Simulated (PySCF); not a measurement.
Worked example: oscillator strength and radiative lifetime

C2H7ClSi, SMILES C[SiH](C)Cl.

Geometry optimised at r2SCAN-D4/def2-SVP.

TDDFT-ωB97X/def2-SVPD in PySCF puts the first singlet state with f over 0.02 at 8.16 eV (vertical), with the transition dipole (0.085, 0.318, 0.000) in atomic units.

Task: Find the oscillator strength, the wavelength and the radiative lifetime that this transition would have in vacuum if emission retraced absorption.

Result: 
|μ|² = 0.1083 au, so |μ| = 0.84 D. ΔE = 8.16/27.211 = 0.2999 hartree. f = (2/3) ΔE |μ|² = 0.022 (the program prints 0.022).
λ = 1239.84/8.16 = 152 nm; ν = 65815 cm⁻¹.
Einstein's coefficient A = 0.6670 ν² f s⁻¹ (ν in cm⁻¹) = 6.3e7 s⁻¹, so τ = 1/A = 16 ns. This state is S1. The figure is the radiative limit of this one transition; relaxation, internal conversion, crossing to triplets and a medium change what is measured.
